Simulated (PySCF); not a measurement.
CH5Ge2N, SMILES [CH]1[GeH2][GeH2][N]=1.

Geometry optimised at B3LYP-D3(BJ)/def2-SVP. This is a generated structure with no PubChem entry under its InChIKey; it may be hypothetical.

Calculation: B3LYP-D3(BJ)/def2-SVP in PySCF.

Frequencies are harmonic and unscaled.

Computed vibrational spectrum:
```tsv
mode	ν (cm⁻¹)	IR (km/mol)	moving atoms (share of kinetic energy)
1	189	5.6	H 53 %, N 29 %, C 18 %
2	249	1.1	Ge 93 %
3	326	11.9	H 97 %
4	351	4.7	Ge 40 %, N 29 %, C 26 %
5	476	0.9	H 70 %, Ge 11 %, C 10 %, N 9 %
6	519	20.4	H 51 %, C 26 %, N 14 %, Ge 10 %
7	531	7.6	H 96 %
8	586	44.9	H 47 %, N 40 %, Ge 8 %
9	619	4.8	H 84 %, N 11 %
10	682	103.7	C 41 %, N 31 %, H 24 %
11	711	82.4	H 88 %
12	867	43.0	H 97 %
13	872	147.8	H 96 %
14	879	35.2	H 75 %, C 24 %
15	1259	17.9	H 82 %, C 12 %
16	1620	53.8	C 52 %, N 47 %
17	2070	158.8	H 99 %
18	2089	86.6	H 98 %
19	2100	139.6	H 99 %
20	2117	168.2	H 98 %
21	3015	67.0	H 92 %, C 8 %
```
